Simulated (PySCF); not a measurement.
Si(Cl)(Br)(vinyl)(NH2) (C2H5BrClNSi), SMILES N[Si](C=C)(Br)Cl. The structure is a stationary point at B3LYP-D3(BJ)/def2-SVP. One conformer was computed; it need not be the lowest.

Computed equilibrium geometry at B3LYP-D3(BJ)/def2-SVP (PySCF confirms it by a frequency run) as Cartesian coordinates in Å (one conformer of several):
```xyz
11

C     -2.5474    -0.5680    -1.5674
C     -1.7772     0.3421    -0.9556
Si    -0.0019     0.0067    -0.5526
N      0.5709    -1.3715    -1.3976
Cl     1.0585     1.7586    -0.9657
Br     0.2849    -0.4338     1.6239
H     -2.1548    -1.5529    -1.8419
H     -3.5964    -0.3698    -1.8141
H     -2.1991     1.3183    -0.6883
H      1.3418    -1.9037    -1.0050
H      0.6206    -1.3425    -2.4129
```
